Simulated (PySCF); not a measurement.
C₅H₁₂O₃Si, SMILES [Si](C=C)(OC)(OC)OC.

Geometry optimised at B3LYP-D3(BJ)/def2-SVP. The isomer is the one that the SMILES or the coordinates give; other isomers of the formula were not compared. One conformer was computed; it need not be the lowest.

Two levels are set side by side: PBE/def2-SVP (PySCF) and ωB97X/def2-SVP (PySCF). Same geometry, gas phase. Differences are taken from unrounded values.

| quantity | ωB97X | PBE | PBE minus ωB97X |
|---|---|---|---|
| orbital gap (eV) | 12.07 | 4.90 | -7.17 |
| highest occupied level (eV) | -10.06 | -6.16 | 3.89 |
| lowest empty level (eV) | 2.01 | -1.26 | -3.28 |
| dipole moment (D) | 1.07 | 0.97 | -0.10 |
| mean polarisability (bohr³) | 80.3 | 85.2 | 5.0 |

PBE's occupied levels lie high since its potential decays too fast outside the molecule; exact exchange lowers them and widens the gap. PBE's more diffuse valence density responds more strongly to a field. Differences between two approximate levels are no errors against the true value.

Rough cost on one machine, each run with all the roots and properties that it gave: ωB97X against PBE within a factor of 2.
